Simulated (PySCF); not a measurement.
C₃H₁₁NSi₂, SMILES [SiH3]N(C=C)C[SiH3].

Coordinates come from a B3LYP-D3(BJ)/def2-SVP optimisation. This is a generated structure with no PubChem entry under its InChIKey; it may be hypothetical. One conformer was computed; it need not be the lowest.

Method: CAM-B3LYP/def2-TZVP in PySCF.

Isolated molecule, no solvent.

Computed frontier levels, gap, dipole moment:
```json
{
 "highest_occupied_level": "-7.14 eV",
 "lowest_empty_level": "1.28 eV",
 "orbital_gap": "8.42 eV",
 "dipole_moment": "1.26 D",
 "quadrupole, principal values (traceless, Buckingham form, about the centre of nuclear charge)": "-5.03, 0.73, 4.30 D·Å"
}
```
